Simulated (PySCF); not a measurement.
**Excitation energy of Pb by level of theory**

Pb [Xe] 4f14 5d10 6s2 6p2 (3P) → Pb [Xe] 4f14 5d10 6s2 6p1 6d1 (high-spin determinant), as a difference of total energies. All numbers are calculated (PySCF 2.14, a scalar-relativistic core potential, in aug-cc-pwCVDZ-PP with ECP60MDF (6s5p4d1f, 48 functions)). Correlated levels: valence: 5s2 5p6 5d10 frozen; valence and next inner shell: nothing frozen outside the core potential. The calculations carry no spin-orbit coupling.

```
                                method  excitation energy (eV)
                                   UHF                   6.153
                                   LDA                   5.764
                                   PBE                   5.549
                                  PBE0                   5.775
                                r2SCAN                   5.909
                               LC-wPBE                   6.314
                                M06-2X                   5.908
                                  PW91                   5.592
                                 TPSSh                   5.700
                         MP2 (valence)                   6.208
                     SCS-MP2 (valence)                   6.177
    MP2 (valence and next inner shell)                   6.282
SCS-MP2 (valence and next inner shell)                   6.200
```

Problem. How much does correlation contribute at MP2 (valence and next inner shell)?

Solution. 6.282 − (6.153) = 0.129 eV, measured against UHF.

Spin-orbit coupling is strong in these open shells (close to jj coupling). The scalar numbers leave it out and a first-order estimate fails, so it can dominate the gap to the real levels.

The promoted electron is Rydberg-like, and one or two diffuse shells describe it only roughly, which tends to raise the upper state.

In the upper state the promoted electron has a positive orbital energy at LDA, PBE, PBE0, r2SCAN, PW91, TPSSh, so the basis confines it.

The determinant of the upper state mixes LS terms, which raises its energy above the lowest term, most at the Hartree-Fock and MP2 levels.
